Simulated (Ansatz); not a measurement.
Abridged output of a molecular run in Ansatz:

```
Functional definition: HF
1672 factors; integrals over basis functions are off by at most 1.1e-3 eV
mean field evaluation 1: about -137427.7714 eV, gradient 3.6e1 eV
mean field evaluation 2: about -137428.0417 eV, gradient 3.7e1 eV
mean field evaluation 4: about -137431.1748 eV, gradient 4.2e0 eV
mean field evaluation 8: about -137431.2406 eV, gradient 3.2e-1 eV
mean field evaluation 16: about -137431.2412 eV, gradient 2.3e-6 eV
mean field -137431.24124651 eV, -5050.5049615681 hartree, gradient 2.3e-6 eV, S^2 0.000000; 0 other end points of the search recorded, 0 dependent functions left out
25 core orbitals not correlated: weight in the atoms' cores, before any rotation towards them, 1.000 or more for the frozen orbitals, at most 0.000 for the correlated occupied ones
reference -137431.24124651 eV, -5050.5049615681 hartree; 26, 26 occupied and 219, 219 virtual orbitals, 1672 factors
second order -30.66207804 eV of doubles, -0.00000000 eV of singles
cycle   1  -30.68200272 eV  change   -2.0e-2 eV  update   1.2e-1
cycle   2  -31.48465659 eV  change   -8.0e-1 eV  update   3.5e-2
cycle   3  -31.63126730 eV  change   -1.5e-1 eV  update   1.8e-2
cycle   4  -31.61436412 eV  change    1.7e-2 eV  update   4.4e-3
cycle   5  -31.61113479 eV  change    3.2e-3 eV  update   2.2e-3
cycle   6  -31.61226889 eV  change   -1.1e-3 eV  update   7.2e-4
cycle   7  -31.61192340 eV  change    3.5e-4 eV  update   3.0e-4
cycle   8  -31.61184105 eV  change    8.2e-5 eV  update   8.8e-5
cycle   9  -31.61188940 eV  change   -4.8e-5 eV  update   3.0e-5
perturbative correction -1.25050163 eV, -0.0459550872 hartree
Total energy: -137464.10363754 eV, -5051.7126321636 hartree
```

Its atoms:

Cartesian coordinates in Å:
```
C 0.9442 0.2956 1.2365
O -0.2699 -0.4169 1.1208
Ge -1.1341 -0.4573 -0.4105
Cl -1.7344 1.5566 -0.8847
Se 0.2123 -1.2288 -2.1703
H 1.6845 -0.0440 0.5029
H 0.7907 1.3730 1.1125
H 1.3375 0.1123 2.2378
H -2.3592 -1.3357 -0.1677
H 0.5285 0.1454 -2.5772
```

Q: Which basis set was used?
A. def2-TZVPP
B. cc-pV(D+d)Z
C. def2-TZVPPD
D. def2-SVPD

A: A. It gives 270 functions.

Q: Write the keys of the input that set method, charge and spin (a neutral closed shell needs none for the last two).

A: 
```yaml
correlation: {method: ccsd_t}
```
